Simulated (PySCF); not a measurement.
**What binds IBr: the parts of the energy along the bond**

State: ¹Σ⁺, singlet, closed shell. RHF-based CCSD(T) in PySCF 2.14 with I cc-pVTZ-PP with ECP28, Br cc-pVTZ-PP with ECP10 and I cc-pVQZ-PP with ECP28, Br cc-pVQZ-PP with ECP10 (frozen core orbitals: 18; scalar-relativistic core potentials). Correlation energies are extrapolated as n⁻³ (n = 3, 4), Hartree–Fock as (n+1)·exp(−9√n). All energies in eV from I + Br.

| R (Å) | HF/CBS | CCSD corr. | (T) | total |
| --- | --- | --- | --- | --- |
| 2.1833 | 0.193 | -1.287 | -0.1502 | -1.244 |
| 2.2826 | -0.377 | -1.287 | -0.1571 | -1.821 |
| 2.3818 | -0.640 | -1.292 | -0.1654 | -2.097 |
| 2.4811 | -0.691 | -1.303 | -0.1753 | -2.170 |
| 2.5803 | -0.600 | -1.322 | -0.1872 | -2.109 |
| 2.7044 | -0.357 | -1.355 | -0.2055 | -1.918 |
| 2.8284 | -0.032 | -1.401 | -0.2284 | -1.662 |

A fit to the total gives Re = 2.4784 Å, De = 2.170 eV, ωe = 275.6 cm⁻¹, Be = 0.05640 cm⁻¹ (masses 126.9045 and 78.9183 u).

Task: At R = 2.4811 Å the CCSD correlation energy is -0.325521 hartree in the smaller basis and -0.360440 in the larger. Extrapolate it.

Result: (4³·E4 − 3³·E3)/(4³ − 3³) = -0.38592 hartree; the larger basis holds 93.4 % of it.

The T1 diagnostic is 0.008. The open-shell atoms are computed with UHF. Spin–orbit coupling, excitations beyond (T) and corrections to the Born–Oppenheimer picture are left out, and spin–orbit coupling matters for open p, d or f shells this heavy.
